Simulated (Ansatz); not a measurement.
H4HfS4, SMILES `[SH][Hf]([SH])([SH])[SH]`. Total charge 0; spin multiplicity 1. Hf takes the def2 core potential.

```xyz
9

S     0.1489   -0.9523    2.2270
Hf   -0.0007    0.0000    0.0003
S    -2.0022    1.3513   -0.2356
S    -0.0261   -1.8694   -1.5463
S     1.8774    1.4705   -0.4443
H     1.0156    0.0112    2.5993
H    -2.5560    0.7486    0.8359
H    -0.9577   -1.2539   -2.3020
H     2.5007    0.4940   -1.1342
```

(1) What are the harmonic wavenumbers in cm⁻¹ at PBE0-D4/def2-TZVP (Ansatz, finite differences of forces, unscaled)? (Estimate.)

(2) Is this a minimum?

(3) Give the ideal-gas thermochemistry at 298.15 K and 1 bar (rigid rotor, harmonic oscillator; point group S4, symmetry number 2).

Answers

(1) The calculation gave: 71, 71, 80, 85, 98, 125, 125, 215, 253, 337, 345, 352, 352, 461, 470, 470, 498, 2682, 2682, 2682, 2683.

(2) Yes, all 21 modes are real.

(3) Zero-point energy 90.5 kJ/mol; H(298) − E = 123.3 kJ/mol; entropy 455.1 J/(mol·K), of which translation 180.4, rotation 120.9, vibration 153.8; G(298) − E = -12.4 kJ/mol. Modes under 100 cm⁻¹ are hindered rotations or soft bends, so the harmonic entropy is rough.
